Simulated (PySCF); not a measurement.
GaCl: from constants to spectrum

RHF-CCSD(T) constants of GaCl, ¹Σ⁺ (singlet), closed shell (PySCF, no relativity, basis sets Ga def2-TZVPP, Cl def2-TZVPP; masses 68.9256 and 34.9689 u):

| Property | Result |
| --- | --- |
| ωe | 376.7 cm⁻¹ |
| ωexe | 1.19 cm⁻¹ |
| Be | 0.14861 cm⁻¹ |
| αe | 0.000733 cm⁻¹ |
| D (centrifugal) | 9.25e-08 cm⁻¹ |
| De to Ga + Cl | 4.75 eV |

Q: Estimate the standard entropy (1 bar) and heat capacity of the ideal gas at 500 K, rigid rotor with B0 and harmonic oscillator at the fundamental.

A: Translation (Sackur–Tetrode, M = 103.89 u): 177.5 J/(mol K). Rotation: q = kT/(σB0) = 2340 with σ = 1, 72.8. Vibration: x = hcν0/kT = 1.08, 8.09. S° = 258.4 J/(mol K); Cp = 7R/2 + 7.56 = 36.7 J/(mol K).

Correlated steps freeze 14 core orbitals. Where the molecule has an RHF reference, its open-shell atoms are computed with UHF.
